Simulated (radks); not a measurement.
Values are calculated unless marked as measured or tabulated.
Q: P XII, configuration [He] 2s2. Code: a radial shooting solver on a logarithmic mesh with Libxc functionals. Model: Dirac Kohn-Sham, PBEsol, spin-unpolarised, spherical densities, finite nucleus; Fermi nuclear charge, rms radius 3.1889 fm. Some entries of the table are withheld. Estimate them.

orbital  occ.  eigenvalue (eV)  <r> (bohr)
1s1/2       2        -2570.959      0.1029
2s1/2       2        -536.1626      0.4437
2p1/2       0        -506.0439         (1)
2p3/2       0        -504.5646         (2)
3s1/2       0        -217.0926         (3)
3d3/2       0        -200.3231      0.8703
3d5/2       0        -200.2206      0.8710

A: 
(1) 2p1/2 <r> (bohr): 0.3852
(2) 2p3/2 <r> (bohr): 0.3866
(3) 3s1/2 <r> (bohr): 1.052
